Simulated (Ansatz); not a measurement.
`[CH3][Al]([OH])[Br]` + `COCC#N` → `C[O][Al]([CH3])[OH]` + `N#CCBr`  (formal exchange of groups at the Al–Br bond)

Gas-phase electronic energies from Ansatz, PBE0-D4/def2-TZVP geometries. CCSD(T)/CBS is the MP2 limit (def2-TZVPP, def2-QZVPP) plus CCSD(T) − MP2 in def2-TZVPP, frozen cores. This one scheme is used for every species. Functionals use def2-TZVPP. B3LYP here is the variant with VWN-RPA as its local correlation; programs differ in this. HSE06 is defined as in plane-wave codes. For Br outer-core shells are correlated without core-valence functions, which leaves a few kJ/mol of doubt a bond. Scalar relativity is left out up to krypton. Each species was taken in one conformer, which may not be the lowest.

```json
{"level": "LDA (SPW92)", "ΔE (kcal/mol)": "8.7", "difference from CCSD(T)/CBS": "1.5"}
{"level": "PBE-D4", "ΔE (kcal/mol)": "7.3", "difference from CCSD(T)/CBS": "0.1"}
{"level": "revPBE-D4", "ΔE (kcal/mol)": "6.9", "difference from CCSD(T)/CBS": "-0.3"}
{"level": "BLYP-D4", "ΔE (kcal/mol)": "4.6", "difference from CCSD(T)/CBS": "-2.6"}
{"level": "r2SCAN-D4", "ΔE (kcal/mol)": "8.0", "difference from CCSD(T)/CBS": "0.8"}
{"level": "PBE0-D4", "ΔE (kcal/mol)": "8.6", "difference from CCSD(T)/CBS": "1.4"}
{"level": "r2SCANh-D4", "ΔE (kcal/mol)": "8.4", "difference from CCSD(T)/CBS": "1.2"}
{"level": "r2SCAN0-D4", "ΔE (kcal/mol)": "8.9", "difference from CCSD(T)/CBS": "1.7"}
{"level": "HSE06-D4", "ΔE (kcal/mol)": "8.7", "difference from CCSD(T)/CBS": "1.5"}
{"level": "BHLYP-D4", "ΔE (kcal/mol)": "7.8", "difference from CCSD(T)/CBS": "0.6"}
{"level": "CAM-B3LYP-D4", "ΔE (kcal/mol)": "6.8", "difference from CCSD(T)/CBS": "-0.4"}
{"level": "ωB97X-V", "ΔE (kcal/mol)": "8.4", "difference from CCSD(T)/CBS": "1.2"}
{"level": "ωB97M-V", "ΔE (kcal/mol)": "8.0", "difference from CCSD(T)/CBS": "0.8"}
{"level": "B2PLYP", "ΔE (kcal/mol)": "6.2", "difference from CCSD(T)/CBS": "-1.0"}
{"level": "PBE-QIDH", "ΔE (kcal/mol)": "8.6", "difference from CCSD(T)/CBS": "1.4"}
{"level": "PBE", "ΔE (kcal/mol)": "7.3", "difference from CCSD(T)/CBS": "0.1"}
{"level": "revPBE", "ΔE (kcal/mol)": "6.9", "difference from CCSD(T)/CBS": "-0.3"}
{"level": "r2SCAN", "ΔE (kcal/mol)": "8.1", "difference from CCSD(T)/CBS": "0.9"}
{"level": "PBE0", "ΔE (kcal/mol)": "8.7", "difference from CCSD(T)/CBS": "1.5"}
{"level": "B3LYP", "ΔE (kcal/mol)": "6.1", "difference from CCSD(T)/CBS": "-1.1"}
{"level": "r2SCANh", "ΔE (kcal/mol)": "8.4", "difference from CCSD(T)/CBS": "1.2"}
{"level": "r2SCAN0", "ΔE (kcal/mol)": "8.9", "difference from CCSD(T)/CBS": "1.7"}
{"level": "HSE06", "ΔE (kcal/mol)": "8.7", "difference from CCSD(T)/CBS": "1.5"}
{"level": "BHLYP", "ΔE (kcal/mol)": "7.8", "difference from CCSD(T)/CBS": "0.6"}
{"level": "CAM-B3LYP", "ΔE (kcal/mol)": "6.9", "difference from CCSD(T)/CBS": "-0.3"}
{"level": "LC-ωPBE", "ΔE (kcal/mol)": "8.3", "difference from CCSD(T)/CBS": "1.1"}
{"level": "HF/def2-SVP", "ΔE (kcal/mol)": "13.2", "difference from CCSD(T)/CBS": "6.0"}
{"level": "MP2/def2-SVP", "ΔE (kcal/mol)": "10.0", "difference from CCSD(T)/CBS": "2.8"}
{"level": "CCSD/def2-SVP", "ΔE (kcal/mol)": "10.8", "difference from CCSD(T)/CBS": "3.6"}
{"level": "CCSD(T)/def2-SVP", "ΔE (kcal/mol)": "10.7", "difference from CCSD(T)/CBS": "3.5"}
{"level": "HF/def2-TZVPP", "ΔE (kcal/mol)": "10.5", "difference from CCSD(T)/CBS": "3.3"}
{"level": "MP2/def2-TZVPP", "ΔE (kcal/mol)": "6.1", "difference from CCSD(T)/CBS": "-1.1"}
{"level": "SCS-MP2/def2-TZVPP", "ΔE (kcal/mol)": "5.9", "difference from CCSD(T)/CBS": "-1.3"}
{"level": "CCSD/def2-TZVPP", "ΔE (kcal/mol)": "7.1", "difference from CCSD(T)/CBS": "-0.1"}
{"level": "CCSD(T)/def2-TZVPP", "ΔE (kcal/mol)": "7.0", "difference from CCSD(T)/CBS": "-0.2"}
{"level": "HF/def2-QZVPP", "ΔE (kcal/mol)": "10.0", "difference from CCSD(T)/CBS": "2.8"}
{"level": "SCS-MP2/def2-QZVPP", "ΔE (kcal/mol)": "5.9", "difference from CCSD(T)/CBS": "-1.3"}
{"level": "HF/CBS(def2)", "ΔE (kcal/mol)": "10.0", "difference from CCSD(T)/CBS": "2.8"}
{"level": "MP2/CBS(def2)", "ΔE (kcal/mol)": "6.4", "difference from CCSD(T)/CBS": "-0.8"}
{"level": "CCSD/CBS(def2)", "ΔE (kcal/mol)": "7.4", "difference from CCSD(T)/CBS": "0.2"}
{"level": "CCSD(T)/CBS", "ΔE (kcal/mol)": "7.2", "difference from CCSD(T)/CBS": "0"}
```

Largest T1 diagnostic among the species: 0.012.

From PBE to PBE0 (25 % exact exchange), in def2-TZVPP and without D4, ΔE moves by +1.4 kcal/mol. In def2-TZVPP, CCSD(T) changes the Hartree–Fock value by −3.5 kcal/mol (the triples alone add −0.2 kcal/mol) and MP2 by −4.3 kcal/mol. At CCSD(T), def2-SVP lies +3.5 kcal/mol from the extrapolated value and def2-TZVPP −0.2 kcal/mol.
